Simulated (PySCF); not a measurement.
Atom-mapped SMILES (the numbers label the heavy atoms): `[CH2:1]=[C:2]1[CH:3]=[CH:4][C:5](=[O:6])[CH:7]=[C:8]1[O:9][CH:10]=[O:11]`; H(Xn) means a hydrogen on atom n. Ha(C1) is cis to C3; Hb(C1) is trans to C3.

Computational details: shielding tensors at PBE0/pcSseg-1 (GIAO), geometry: GFN2-xTB, in PySCF 2.14 (non-relativistic Hamiltonian, in vacuum, one computed conformer).

Chemical shifts δ = σref − σ; 13C and 1H against TMS; 17O vs H2O, all at this level.

```
 atoms  nucleus  count  δ (ppm)
    O9      17O      1    239.3
 H(C7)       1H      1     7.38
    C8      13C      1    159.4
    C7      13C      1    124.4
 H(C4)       1H      1     6.49
 H(C3)       1H      1     7.26
   O11      17O      1        ?
Hb(C1)       1H      1     6.70
    C5      13C      1    189.6
    C4      13C      1        ?
   C10      13C      1    161.7
    O6      17O      1        ?
    C3      13C      1    142.8
    C1      13C      1        ?
    C2      13C      1    141.1
H(C10)       1H      1        ?
Ha(C1)       1H      1     6.18
```

Q: Estimate the values marked ?.

A: 
- C4: 136.0 ppm, α carbon of a C=C–C=O unit; as expected for a trigonal carbon in a double bond
- C1: 135.2 ppm, terminal =CH2 carbon; as expected for a trigonal carbon in a double bond
- H(C10): 8.39 ppm, hydrogen on an ester carbonyl carbon
- O6: 694.3 ppm, ketone oxygen
- O11: 465.4 ppm, ester carbonyl oxygen

Shifts are as computed. Against solution values, carbons near 30 ppm lie about +3 ppm off and those near 130 ppm about +5 ppm. Of 1211 compounds with measured shifts, 218 miss one by over three times the rms of a fit or turn the order of signals round; such compounds aren't used in these exercises. Unscaled 17O shifts of doubly bonded oxygen tend to come out too high, by tens of ppm or more. Experimental scales use liquid or dissolved standards, which lie at an offset from isolated H2O (liquid H2O: subtract about 36 ppm).
